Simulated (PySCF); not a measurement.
NICS in isomers of [C6H5O3S]-.

Probes without a nucleus sit at each ring's centroid and 1 Å off its mean plane on both sides; NICS is minus the shielding there, NICSzz its component along the normal. Level: GIAO PBE0/pcSseg-1 (PySCF, non-relativistic, gas phase) on the GFN2-xTB geometries, one conformer each. Atom numbers follow the mapped SMILES.

Question: Order these rings by mean NICS(1)zz, lowest (most negative) first (ppm).
A. ring C5–C6–C7–C8–C9–C10 in `[O:1]=[S:2](=[O:3])([O-:4])[c:5]1[cH:6][cH:7][cH:8][cH:9][cH:10]1` (charge -1)
B. ring C3–C4–C5–C6–S10 in `[CH3:1][O:2][c:3]1[cH:4][cH:5][c:6]([C:7](=[O:8])[O-:9])[s:10]1` (charge -1)
C. ring C6–C7–C8–C9–C10 in `[O:1]=[S:2](=[O:3])([O-:4])[CH:5]=[C:6]1[CH:7]=[CH:8][CH:9]=[CH:10]1` (charge -1)

Answer: A (-28.4), B (-20.0), C (-5.0).

```json
{"SMILES": "O=S(=O)([O-])c1ccccc1", "ring": "6-membered carbocycle; formal bonds all aromatic", "NICS(0)": "-9.1", "NICS(1)": "-11.5", "NICS(1)zz": "-28.4", "HOMA": "0.99", "rms pucker (Å)": "0.00", "ring atoms with four or more neighbours": "0"}
{"SMILES": "COc1ccc(C(=O)[O-])s1", "ring": "5-membered ring with S; formal bonds all aromatic", "NICS(0)": "-11.7", "NICS(1)": "-9.6", "NICS(1)zz": "-20.0", "HOMA": "0.72", "rms pucker (Å)": "0.00", "ring atoms with four or more neighbours": "0"}
{"SMILES": "O=S(=O)([O-])C=C1C=CC=C1", "ring": "5-membered carbocycle; formal bonds 2 double, 3 single", "NICS(0)": "-0.5", "NICS(1)": "-3.9", "NICS(1)zz": "-5.0", "HOMA": "0.06", "rms pucker (Å)": "0.00", "ring atoms with four or more neighbours": "0"}
```

NICS(0) gives another order. The isotropic NICS(1) gives the same order. HOMA uses Krygowski's 1993 parameters. NICS(1) and NICS(1)zz are means over the two faces.
